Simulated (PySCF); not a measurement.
## Heteronuclear NMR

Structure with atom numbers: `[CH2:1]=[CH:2][Si:3]1([OH:4])[SiH2:5][SiH2:6][SiH2:7]1`. Hydrogens are named by the atom that carries them. Ha(C1) is cis to Si3; Hb(C1) is trans to Si3.

- GFN2-xTB structure
- σ from GIAO-PBE0/pcSseg-1
- run in PySCF
- averaged over atoms made equivalent by symmetry, fast rotation or ring inversion, single conformer, non-relativistic, isolated molecule

(1) Where does ²⁹Si resonate?

(2) Predict the ¹⁷O NMR data.

Answers

(1) 
```
  atoms                                         environment  σ (ppm)  δ (ppm)
    Si3  silicon bonded to C, O, 2 Si, in a 4-membered ring    315.9     20.3
Si5/Si7   silicon bonded to 2 Si, 2 H, in a 4-membered ring    430.2    -73.6
    Si6   silicon bonded to 2 Si, 2 H, in a 4-membered ring    468.1   -104.8
```

Shieldings were converted by a linear fit to measured shifts: ²⁹Si: δ = 279.94 − 0.822σ (rms 8.9 ppm, 72 shifts, 25.8 ppm with the 6 outliers that the fit left out vs TMS, solution or neat liquid). Occasional misses reach two or three times the rms, and more in compound classes unlike the fitted ones.

On a 500 MHz spectrometer ²⁹Si resonates near 99.3 MHz, so 1 ppm is 99.3 Hz.

(2) 
| atoms | environment | σ (ppm) | δ (ppm) |
| --- | --- | --- | --- |
| O4 | oxygen bonded to Si, H | 310.5 | -16.1 |

Shieldings were converted by a linear fit to measured shifts: ¹⁷O: δ = 266.70 − 0.911σ (rms 10.7 ppm, 155 shifts, 12.2 ppm with the 3 outliers that the fit left out vs liquid water, solution or neat liquid). A few per cent of atoms miss by over 2 rms, more outside the fitted compound classes.

On a 300 MHz spectrometer ¹⁷O resonates near 40.7 MHz, so 1 ppm is 40.7 Hz.
